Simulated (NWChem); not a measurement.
# C$_{2}$H$_{6}$O$_{2}$Si; SMILES O[Si@H]1CCO1

```xyz
11

O      0.0116     1.9408    -0.4323
Si    -0.0549     0.5429     0.4465
C     -1.1121    -0.9147    -0.1076
C      0.2545    -1.6238    -0.2268
O      1.1712    -0.5702     0.1228
H      0.1636     1.8589    -1.3788
H     -0.1383     1.0211     1.8485
H     -1.7991    -1.3485     0.6331
H     -1.6481    -0.7997    -1.0612
H      0.3637    -2.4699     0.4725
H      0.4753    -1.9944    -1.2426
```
Atoms are numbered in this order, from 1.

Coordinates come from a PBE0/def2-SVP optimisation.

### Question
Give the principal values of the shielding tensors (ppm) of O1, Si2, C3, C4, O5 from PBE0/pcSseg-1, GIAO (NWChem), with their diamagnetic and paramagnetic parts as GIAO splits them.

### Answer
```tsv
atom	σ11	σ22	σ33	isotropic	diamagnetic	paramagnetic
O1	200.8	268.3	278.6	249.2	390.9	-141.7
Si2	339.0	346.0	356.7	347.2	880.1	-532.8
C3	127.0	168.4	185.2	160.2	252.7	-92.5
C4	92.9	101.2	166.1	120.1	247.2	-127.2
O5	119.2	204.4	306.9	210.2	395.8	-185.6
```
